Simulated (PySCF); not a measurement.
Start geometry of `N#C[Se]c1ccc(Br)cc1` from GFN2-xTB (Å):
```
atom  x, y, z in Å
N1     3.911    1.363   -0.684
C2     3.340    0.397   -0.479
Se3    2.505   -1.186   -0.149
C4     0.747   -0.535   -0.015
C5    -0.275   -1.486    0.250
C6    -1.596   -1.079    0.363
C7    -1.903    0.252    0.199
Br8   -3.712    0.809    0.339
C9    -0.936    1.203   -0.053
C10    0.383    0.798   -0.168
H11   -0.018   -2.523    0.399
H12   -2.358   -1.807    0.582
H13   -1.228    2.246   -0.210
H14    1.134    1.535   -0.383
```

What comes out of this run: PBE0-D3(BJ)/def2-SVP geometry optimisation, gas phase (PySCF 2.14.0)?

```
atom  x, y, z in Å
N1     3.820    1.191   -0.532
C2     3.208    0.222   -0.344
Se3    2.272   -1.319   -0.053
C4     0.520   -0.553    0.088
C5    -0.511   -1.449    0.380
C6    -1.819   -0.989    0.494
C7    -2.089    0.368    0.319
Br8   -3.858    0.994    0.475
C9    -1.060    1.264    0.029
C10    0.249    0.803   -0.088
H11   -0.307   -2.514    0.522
H12   -2.628   -1.685    0.721
H13   -1.279    2.324   -0.107
H14    1.051    1.510   -0.315
```

The energy falls by 2.3 kcal/mol over 10 energy and gradient evaluations, the largest force component goes from 0.0462 to 2.5e-04 Eh/bohr, and the atoms move by 0.031 Å rms after alignment. The bond that changes most is Se3–C4 (ends: selenium bonded to 2 C; substituted aromatic carbon), which lengthens by 0.038 Å. Bonds longer at the end by more than 0.005 Å: 10 of 14; shorter: 2. Among the angles that change most is C5–C4–C10, from 118.3° to 120.5°. Rotational constants go from 2465, 237.4, 216.6 to 2440, 235.4, 214.7 MHz. The orientation of the end geometry is arbitrary; only internal coordinates are fixed.

The run used 196 basis functions and 68 SCF cycles in all.

No frequency check. The numbers are those of one conformer.
